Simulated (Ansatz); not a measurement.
Start from `O[SiH2][CH2][GaH2]` and change one atom or group to get `[SiH3][SiH2][CH2][GaH2]`.

Ansatz, PBE0-D4/def2-TZVP geometries, multiplicity 1. Each molecule was computed in one conformer, which needn't be the lowest.

Scalar relativity is left out up to krypton.

```json
{"property": "LUMO energy (B3LYP/def2-TZVPP) / eV", "`O[SiH2][CH2][GaH2]`": "-0.92"}
{"property": "HOMO energy (B3LYP/def2-TZVPP) / eV", "`O[SiH2][CH2][GaH2]`": "-7.23"}
{"property": "size of the dipole moment (PBE/def2-TZVPP) / D", "`O[SiH2][CH2][GaH2]`": "2.01"}
{"property": "HOMO–LUMO gap (B3LYP/def2-TZVPP) / eV", "`O[SiH2][CH2][GaH2]`": "6.31"}
{"property": "HOMO–LUMO gap (PBE0/def2-TZVPP) / eV", "`O[SiH2][CH2][GaH2]`": "6.79"}
{"property": "HOMO–LUMO gap (ωB97M-V/def2-TZVPP) / eV", "`O[SiH2][CH2][GaH2]`": "10.54"}
```

Task: What does the change do to each property? (Best estimate.)

Result: Ansatz gave: 
```
                                      property  `[SiH3][SiH2][CH2][GaH2]`  shift
           LUMO energy (B3LYP/def2-TZVPP) / eV                      -1.87  -0.95
           HOMO energy (B3LYP/def2-TZVPP) / eV                      -7.35  -0.12
size of the dipole moment (PBE/def2-TZVPP) / D                       0.90  -1.11
         HOMO–LUMO gap (B3LYP/def2-TZVPP) / eV                       5.48  -0.83
          HOMO–LUMO gap (PBE0/def2-TZVPP) / eV                       5.94  -0.85
       HOMO–LUMO gap (ωB97M-V/def2-TZVPP) / eV                       9.62  -0.92
```

With PBE0 the HOMO falls by 0.08 eV and the LUMO falls by 0.93 eV, so the gap narrows by about 0.85 eV. PBE moves the HOMO by -0.15 eV and ωB97M-V by 0.06 eV. Dipoles are sizes alone; their direction can turn.

B3LYP here is the variant with VWN-RPA as its local correlation; programs differ in this.
